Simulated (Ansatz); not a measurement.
Relaxation of CH$_{6}$NOSbSi (11 atoms, charge 0, multiplicity 1), to a largest force component of 0.015 eV/Å in at most 40 steps.

Method: RKS r2SCANh/def2-SVP in Ansatz.

```xyz
11
Properties=species:S:1:pos:R:3:forces:R:3
Si -1.719 0.701 0.208 -0.70 1.36 -0.45
O -0.226 -0.035 0.013 1.03 1.02 -0.09
C 0.925 0.707 -0.061 5.47 -4.16 -0.27
N 2.174 0.123 -0.187 -5.25 2.74 0.40
Sb 2.305 -1.980 -0.340 -0.84 0.44 0.66
H -2.827 -0.257 0.229 0.04 -0.50 0.00
H -1.758 1.517 1.454 0.13 -0.11 0.07
H -1.957 1.671 -0.945 0.16 -0.42 0.37
H 0.936 1.804 0.060 -0.57 -0.11 -0.09
H 0.999 -2.080 -1.475 0.06 -0.18 0.18
H 1.212 -2.229 1.064 0.48 -0.08 -0.78
```

Question: Where does it end, and by what steps?

Answer: It converged. After 8 steps the energy has fallen by 0.668 eV; H6 moved furthest, 0.16 Å.

```csv
step,energy less start (eV),largest force component (eV/Å),accepted
0,0.0000,5.466,yes
1,-0.4163,2.540,yes
2,-0.5268,1.267,yes
3,-0.6381,0.459,yes
4,-0.6460,0.680,yes
5,-0.6659,0.236,yes
6,-0.6677,0.057,yes
7,-0.6679,0.088,yes
8,-0.6680,0.007,yes
```

```xyz
11
Properties=species:S:1:pos:R:3
Si -1.724 0.773 0.199
O -0.206 0.053 0.020
C 0.988 0.691 -0.045
N 2.114 0.149 -0.174
Sb 2.270 -1.937 -0.310
H -2.692 -0.348 0.207
H -1.780 1.533 1.478
H -1.988 1.696 -0.939
H 0.910 1.794 0.027
H 0.978 -2.160 -1.426
H 1.195 -2.300 0.985
```

Whether the end is a true minimum wasn't checked by a vibrational analysis.

The run took 20 s on 2 threads of AMD EPYC 9R45 96-Core Processor (Zen 5), with other jobs on the host, peak memory 0.34 GiB.
